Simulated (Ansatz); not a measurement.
In(I) cation (IIn), SMILES [In][I] (connectivity only; charge and spin as stated), charge +1, multiplicity 2.

Geometry optimised at PBE0-D3(BJ)/def2-TZVP. The spin state was assumed, not searched. The def2 effective core potentials stand for the cores of I, In; spin–orbit coupling is left out.

Two levels are set side by side: PBE/def2-TZVPD (Ansatz, a program for electronic structure) and PBE0/def2-TZVPD (Ansatz). Energy differences of separate SCF runs at the same geometry; the states with an electron removed or added have multiplicity 3 and 1. Differences are taken from unrounded values.

```json
[
 {"quantity": "vertical ionisation energy (eV)", "PBE0": "14.74"},
 {"quantity": "vertical electron affinity (eV)", "PBE0": "8.24"}
]
```

Task: What does PBE give, and how far is it from PBE0? (Estimate from the structure and the level; the computed values follow.)

Result: 
```tsv
quantity	PBE	PBE minus PBE0
vertical ionisation energy (eV)	14.71	-0.03
vertical electron affinity (eV)	8.30	0.07
```

On these quantities the two levels nearly agree.
